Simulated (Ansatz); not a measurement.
A structure relaxed at PBE-D4/def2-SVP in Ansatz, charge 0, singlet:

```xyz
82

C   -14.665   -5.495    5.567
C   -13.939   -4.542    6.299
C   -12.703   -4.081    5.827
C   -12.162   -4.562    4.612
C   -10.853   -4.074    4.113
C    -9.969   -4.928    3.415
C    -8.735   -4.469    2.946
C    -8.325   -3.131    3.148
C    -7.018   -2.644    2.651
C    -5.885   -3.489    2.611
C    -4.651   -3.029    2.144
C    -4.488   -1.700    1.689
C    -3.181   -1.212    1.193
C    -3.100   -0.256    0.154
C    -1.866    0.204   -0.314
C    -0.651   -0.264    0.236
C     0.656    0.227   -0.257
C     0.848    0.567   -1.616
C     2.082    1.030   -2.082
C     3.185    1.181   -1.211
C     4.491    1.675   -1.703
C     5.332    2.467   -0.887
C     6.564    2.935   -1.352
C     7.019    2.634   -2.657
C     8.325    3.130   -3.149
C     8.524    3.445   -4.514
C     9.756    3.913   -4.978
C    10.851    4.092   -4.102
C    12.158    4.590   -4.595
C    12.629    4.245   -5.883
C    13.864    4.716   -6.349
C    14.658    5.543   -5.538
C    14.204    5.894   -4.257
C    12.969    5.423   -3.791
C    10.652    3.778   -2.738
C     9.421    3.308   -2.274
C     6.179    1.842   -3.472
C     4.946    1.375   -3.008
C     2.993    0.843    0.148
C     1.760    0.376    0.613
C    -0.732   -1.218    1.276
C    -1.965   -1.682    1.741
C    -5.621   -0.855    1.726
C    -6.854   -1.315    2.197
C    -9.210   -2.277    3.845
C   -10.442   -2.737    4.317
C   -12.905   -5.522    3.887
C   -14.142   -5.982    4.358
H   -15.636   -5.857    5.937
H   -14.334   -4.159    7.253
H   -12.130   -3.355    6.423
H   -10.249   -5.980    3.252
H    -8.080   -5.158    2.392
H    -5.970   -4.525    2.973
H    -3.796   -3.720    2.113
H    -4.025    0.119   -0.310
H    -1.843    0.960   -1.114
H     0.016    0.447   -2.327
H     2.189    1.299   -3.143
H     4.994    2.753    0.120
H     7.172    3.581   -0.702
H     7.683    3.356   -5.218
H     9.863    4.183   -6.040
H    12.029    3.575   -6.517
H    14.214    4.426   -7.352
H    15.628    5.913   -5.904
H    14.814    6.550   -3.616
H    12.612    5.728   -2.796
H    11.494    3.868   -2.034
H     9.316    3.037   -1.212
H     6.516    1.554   -4.479
H     4.337    0.730   -3.659
H     3.834    0.931    0.852
H     1.644    0.138    1.681
H     0.194   -1.619    1.716
H    -1.989   -2.413    2.563
H    -5.528    0.191    1.396
H    -7.718   -0.633    2.196
H    -8.916   -1.234    4.038
H   -11.112   -2.039    4.842
H   -12.519   -5.891    2.925
H   -14.707   -6.723    3.771
```

Give its formula, name or SMILES and point group.

`c1ccc(-c2ccc(-c3ccc(-c4ccc(-c5ccc(-c6ccc(-c7ccc(-c8ccccc8)cc7)cc6)cc5)cc4)cc3)cc2)cc1`. Point group C2 (tolerance 0.1 Å).

Summarise the bond lengths by kind (pairs closer than 1.2 times the sum of covalent radii, bridged metal pairs left out).

55 × C–C 1.40 to 1.48 Å; 34 × C–H 1.10 Å.

Single mean-field runs in def2-SVP are fitted with def2-universal-jkfit.
